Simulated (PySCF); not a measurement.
## What settings do to a single point of Tl2S3

The sound run of Tl2S3 (singlet) uses PySCF 2.14.0, RKS TPSS, Tl def2-SVP with ECP60, S def2-SVP; non-relativistic Hamiltonian with scalar-relativistic core potentials where named; density fitting; no spin-orbit coupling, grid (50, 194), threshold 1e-8 Eh and 55 cycles, at the relaxed geometry:

```xyz
5

Tl   -0.0150    0.2749    1.9083
Tl   -0.0150    0.2749   -1.9083
S    -0.1010    1.8466    0.0000
S     0.0592   -1.0820    3.7375
S     0.0592   -1.0820   -3.7375
```

There Tl1 has a Mulliken charge of 0.35 e and the dipole about the centre of mass is 2.73 D. Each run below changes one thing and starts from free metal ions and neutral atoms unless it says otherwise; with 55 cycles, smearing, a level shift and second-order steps follow where DIIS fails, and their cycles count. Energy shifts count from the sound run.

```csv
change,outcome,cycles,energy shift (eV),largest force component (eV/Å),charge on Tl1 (e),dipole about the centre of mass (D)
all coordinates × 1.05,converged,13,0.29,1.11,0.38,2.69
start from a density of up to 30 smeared cycles (not counted),converged,9,0.0000,0.02,0.35,2.73
"spin (2S) set to 1, limit 83 cycles",refused,–,–,–,–,–
```

(1) How does the run with this change end: grid (40, 110)?

Forces carry noise of the integration grid, about 0.01 to 0.03 eV/Å.

No frequency check is given that shows the relaxed geometry to be a minimum.

Results:

(1) outcome converged, cycles 12, energy shift (eV) 0.16, largest force component (eV/Å) 0.13, charge on Tl1 (e) 0.35, dipole about the centre of mass (D) 2.72.
